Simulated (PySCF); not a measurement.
Species: C6H9OP.
Bonds: C1–C2 (double), C2–P3, P3–O4 (double), P3–C5, C5–C6 (double), P3–C7, C7–C8 (double). Hydrogens: H9, H10 on C1; H11 on C2; H12 on C5; H13, H14 on C6; H15 on C7; H16, H17 on C8.

Method: PySCF 2.14.0, PBE0-D3(BJ)/def2-SVP geometry optimisation, gas phase; density fitting, grid level 1; the optimiser is geomeTRIC in internal coordinates, started from a GFN2-xTB structure with every atom displaced at random (about 0.01 Å).

Step 0: E = -17680.6132 eV
```
atom  x, y, z in Å  |  force x, y, z in eV/Å
C1     -1.9229   -2.1009    0.7626   -0.666   1.187   1.274
C2     -1.0147   -1.6037   -0.0462    0.523   0.892   0.084
P3     -0.3383    0.0446    0.2928    2.261  -1.662  -2.718
O4     -0.8489    0.7207    1.4692   -1.445   1.487   2.561
C5     -0.5392    0.9304   -1.2796   -0.380   0.319   1.183
C6     -1.1700    2.1025   -1.2604   -0.169   0.040  -0.057
C7      1.4836   -0.2539    0.3778   -1.263   0.097  -0.236
C8      2.1543    0.1490    1.4427   -0.838   0.351   0.449
H9     -2.4040   -3.0360    0.6432   -0.423  -1.332  -0.291
H10    -2.2779   -1.4847    1.6070    0.144  -0.147  -0.128
H11    -0.6429   -2.1463   -0.8899    0.342  -0.487  -0.820
H12    -0.1371    0.4898   -2.1637    0.347  -0.401  -0.990
H13    -1.3655    2.6958   -2.1550    0.111   0.025  -0.154
H14    -1.5525    2.4963   -0.3176   -0.029   0.038   0.175
H15     1.9418   -0.7570   -0.4582    0.416  -0.309  -0.489
H16     3.2012    0.0172    1.5763    1.172  -0.210   0.004
H17     1.6128    0.6441    2.2495   -0.103   0.112   0.152
```

Step 1: E = -17680.8315 eV
```
atom  x, y, z in Å  |  force x, y, z in eV/Å
C1     -1.9533   -2.0681    0.7812    0.021  -0.329  -0.064
C2     -1.0204   -1.5943   -0.0447    0.092  -0.108  -0.193
P3     -0.2947    0.0279    0.2696   -0.110   0.224   0.322
O4     -0.8557    0.7251    1.4798    0.077  -0.147  -0.213
C5     -0.5365    0.9397   -1.2699    0.156  -0.140  -0.254
C6     -1.1944    2.0989   -1.2541    0.017   0.024   0.040
C7      1.4894   -0.2646    0.3666    0.028  -0.032  -0.054
C8      2.1390    0.1550    1.4538    0.176  -0.028   0.004
H9     -2.4163   -3.0546    0.6288    0.071   0.205   0.016
H10    -2.2560   -1.4876    1.6538   -0.076   0.129   0.087
H11    -0.6725   -2.1604   -0.9225   -0.091   0.038   0.114
H12    -0.1210    0.5160   -2.1993   -0.101   0.106   0.135
H13    -1.3539    2.6874   -2.1623   -0.012  -0.008  -0.008
H14    -1.5847    2.4897   -0.3088   -0.008  -0.001   0.023
H15     2.0025   -0.7770   -0.4593   -0.036   0.045   0.070
H16     3.2211    0.0145    1.5855   -0.165   0.000  -0.056
H17     1.5873    0.6602    2.2522   -0.039   0.022   0.033
```

**Question.** Estimate the geometry and energy of step 2. (The exact step hangs on the optimiser's Hessian estimate; all steps are aligned on step 1, rigid shifts and turns removed.)

**Answer.** E = -17680.8334 eV, largest force 0.163 eV/Å
```
atom  x, y, z in Å  |  force x, y, z in eV/Å
C1     -1.9402   -2.0428    0.7804   -0.097  -0.130  -0.020
C2     -1.0037   -1.6151   -0.0666   -0.005   0.078   0.081
P3     -0.2954    0.0174    0.2477    0.144  -0.038  -0.040
O4     -0.8778    0.7090    1.4474    0.013  -0.060  -0.108
C5     -0.5222    0.9267   -1.2973   -0.006   0.021   0.124
C6     -1.1915    2.0776   -1.2267   -0.015   0.080  -0.137
C7      1.4880   -0.2614    0.3667   -0.060   0.022   0.034
C8      2.1277    0.1608    1.4580    0.064  -0.021  -0.012
H9     -2.4260   -3.0175    0.6696    0.009   0.004  -0.010
H10    -2.2494   -1.4043    1.6156    0.032  -0.004  -0.002
H11    -0.6611   -2.2045   -0.9261   -0.024  -0.010   0.051
H12    -0.1116    0.5295   -2.2343   -0.047   0.040   0.028
H13    -1.3771    2.6962   -2.1098   -0.002   0.013  -0.009
H14    -1.5715    2.4259   -0.2600    0.003  -0.010   0.000
H15     2.0116   -0.7697   -0.4517   -0.003   0.004   0.000
H16     3.2058    0.0157    1.5791   -0.009   0.022   0.037
H17     1.5742    0.6643    2.2584    0.002  -0.010  -0.017
```

The energy changes by -0.0019 eV. The first-order estimate −F·Δx gives -0.0199 eV and the mean of the old and new forces, exact on a quadratic surface, -0.0030 eV. The step makes an angle of 83° with the force vector and moves no atom by more than 0.092 Å.

What follows is the cost of the whole optimisation. Hardware: one thread of an Arm Neoverse V1, on a shared host. Cost: 81 s wall, 0.66 GiB resident at most.
